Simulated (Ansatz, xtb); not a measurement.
**AlFGeH5Si+: which of two structures lies lower**

We compare a, a singlet given by its coordinates, with b, a singlet given by its coordinates. Both are isolated ions in the gas phase, relaxed with B3LYP-D3(BJ)/def2-SVP.

a (Å):

```xyz
9

Al    0.9117   -0.9610    2.3079
F     1.8205   -1.0269    3.6642
Ge   -0.5386   -0.7473    0.2563
Si   -1.7915    1.3159    0.4814
H     0.5797   -0.8363   -0.7987
H    -1.2768   -2.0930    0.3816
H    -0.7775    2.3942    0.5769
H    -2.6129    1.3793   -0.7520
H    -2.5910    1.1681    1.7219
```

Close contacts (Å): Al1–F2 1.63, Al1–Ge3 2.52, Ge3–Si4 2.42, Ge3–H5 1.54, Ge3–H6 1.54, Si4–H7 1.48, Si4–H8 1.48, Si4–H9 1.48.

b (Å):

```yaml
atoms:
  - { symbol: Al, position_ang: [-3.1430, 0.4593, -0.3162] }
  - { symbol: F, position_ang: [-2.2056, -0.9998, 0.1588] }
  - { symbol: Ge, position_ang: [-0.5064, -0.3898, 1.1024] }
  - { symbol: Si, position_ang: [-1.3672, 1.8309, 0.6911] }
  - { symbol: H, position_ang: [-0.7340, -1.1289, 2.4267] }
  - { symbol: H, position_ang: [0.5000, -1.0691, 0.1656] }
  - { symbol: H, position_ang: [-4.4882, 0.2008, -1.0598] }
  - { symbol: H, position_ang: [-1.6806, 2.5236, 1.9654] }
  - { symbol: H, position_ang: [-0.4799, 2.5829, -0.2303] }
```

Close contacts (Å): Al1–F2 1.80, Al1–Ge3 3.11, Al1–Si4 2.46, F2–Ge3 2.04, Ge3–Si4 2.42, Al1–H7 1.56, Ge3–H5 1.53, Ge3–H6 1.53, Si4–H8 1.48, Si4–H9 1.48.

Energies in hartree; the thermal terms are from B3LYP-D3(BJ)/def2-SVP harmonic frequencies (ideal gas, rigid rotor, one conformer each, 400 K, 1 atm) and include the zero-point energy:

|  | a | b |
| --- | --- | --- |
| E, CCSD(T)/def2-SVP | −2708.482566 | −2708.479482 |
| E, MP2/def2-SVP | −2708.430282 | −2708.426163 |
| E, MP2/def2-TZVPP | −2709.137937 | −2709.127072 |
| zero-point energy | 0.043363 | 0.042847 |
| H(400 K) − E | 0.057376 | 0.056029 |
| G(400 K) − E | −0.006987 | −0.003164 |

Question: Correct the CCSD(T) difference for the basis set by the MP2 change, then work out ΔE, ΔE₀, ΔH and ΔG for a → b in kcal/mol (1 Eh = 627.51 kcal/mol) and the equilibrium ratio [b]/[a].

Answer: 1. Differences b − a: CCSD(T) +0.003084, MP2 in the small set +0.004119, MP2 in the large set +0.010865 Eh.
2. ΔE = +0.003084 + (+0.010865 − (+0.004119)) = +0.009830 Eh = +6.17 kcal/mol.
3. ΔE₀ = ΔE + ΔZPE = +0.009830 + (−0.000516) Eh = +5.84 kcal/mol.
4. ΔH = ΔE + (−0.001347) Eh = +5.32 kcal/mol.
5. ΔG = ΔE + (+0.003823) Eh = +8.57 kcal/mol, so ΔS = (ΔH − ΔG)/T = −33.9 J/(mol K).
6. kT = 1.2667 mEh, so K = [b]/[a] = exp(−ΔG/kT) = exp(−10.78) ≈ 2.1 × 10^−5.

Structure a is favoured at this temperature. An error of 1 kcal/mol in ΔG would change K by a factor of 3.5. The basis-set step is large, which makes the value less sure. HF/def2-SVP gave ΔE the other sign. Mirror images and further conformers aren't counted.

Other levels gave ΔE = +1.9 (B3LYP-D3(BJ)/def2-SVP); −0.7 (HF/def2-SVP); +2.6 (MP2/def2-SVP); +1.9 (CCSD(T)/def2-SVP) kcal/mol. The correlated steps freeze 20 core orbitals; the filled d shell of Ge is correlated, in a basis made for valence electrons. Programs: Ansatz 0.2.0.
